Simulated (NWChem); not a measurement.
Species: C₃H₅NSi; SMILES [SiH2]1C=CC=N1

```xyz
10

C      0.5781     1.3661     0.0000
C      1.3387     0.2529     0.0000
Si     0.0907    -1.1560     0.0000
N     -1.3458    -0.1038     0.0000
C     -0.8992     1.1005     0.0000
H      0.9537     2.3887     0.0000
H      2.4233     0.2820     0.0000
H      0.1303    -2.0142     1.2119
H      0.1303    -2.0142    -1.2119
H     -1.5922     1.9511     0.0000
```
Atoms are numbered in this order, from 1.

All runs: NWChem. The geometry was optimised at B3LYP/6-31G* (spherical d). Total energies compare along this basis series because the functional is fixed.

```json
[
 {"level": "PBE0/cc-pVDZ", "basis functions": "99", "energy (Ha)": "-461.2197", "highest occupied level (eV)": "(withheld)", "orbital gap (eV)": "5.50", "dipole (D)": "(withheld)"},
 {"level": "PBE0/aug-cc-pVDZ", "basis functions": "164", "energy (Ha)": "-461.2314", "highest occupied level (eV)": "-7.45", "orbital gap (eV)": "5.48", "dipole (D)": "2.31"},
 {"level": "PBE0/cc-pVTZ", "basis functions": "224", "energy (Ha)": "-461.2837", "highest occupied level (eV)": "-7.40", "orbital gap (eV)": "5.48", "dipole (D)": "2.24"}
]
```

Task: Some entries are withheld; supply them.

Result: 
- PBE0/cc-pVDZ, highest occupied level (eV): -7.26
- PBE0/cc-pVDZ, dipole (D): 2.13
